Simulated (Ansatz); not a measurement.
System: sum formula GaO₂H₂, charge -1, multiplicity 1. SMILES of the parent species: [OH][Ga][OH]
Coordinates optimised at B3LYP-D3(BJ)/def2-TZVP (Ansatz, a first-principles code):
```xyz
5

Ga     0.3323     0.0996     0.3660
O      0.5445     0.0356    -1.5620
H     -0.2912    -0.1860    -1.9913
O     -1.5564    -0.3389     0.4475
H     -1.9149    -0.4754    -0.4382
```
Charge -1, spin multiplicity 1.

Q: Give the harmonic wavenumbers at B3LYP-D3(BJ)/def2-TZVP (Ansatz, finite differences of forces, unscaled).

A: 146, 223, 363, 447, 478, 593, 766, 3753, 3758 cm⁻¹. Zero-point energy 15.0 kcal/mol.

Q: From these and the geometry, give the ideal-gas thermochemistry at 298.15 K and 1 atm (rigid rotor, harmonic oscillator).

A: Point group C2v, rotational symmetry number 2. Rotational constants 12.11, 7.086, 4.47 GHz. S(trans) 39.83, S(rot) 22.86, S(vib) 7.99, S(elec, spin only) 0.00, S 70.7 cal/(mol K). H(298) - H(0) 3.80 kcal/mol; G - E(el) -2.2 kcal/mol.
